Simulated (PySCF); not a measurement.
PySCF input:

```python
from pyscf import gto, scf, dft

mol = gto.M(
    atom='''
    Si    0.28113023   -0.21772139    0.37791859
    O     0.97574985   -0.05763724   -1.00385569
    F    -1.30464689    0.38991083    0.30444279
    ''',
    basis='def2-tzvpd',
    charge=-1,
    spin=0,
    verbose=4,
)

mf = dft.RKS(mol, xc='mn15').density_fit(auxbasis='def2-universal-jkfit')
mf.grids.level = 4
mf.conv_tol = 1e-9
mf.max_cycle = 100
mf.max_memory = 1500
mf.kernel()
if not mf.converged:
    mf = mf.newton()
    mf.kernel(mf.make_rdm1())
mf.analyze()
```

What final total energy does it print?

-464.51969 Eh (MN15/def2-TZVPD).
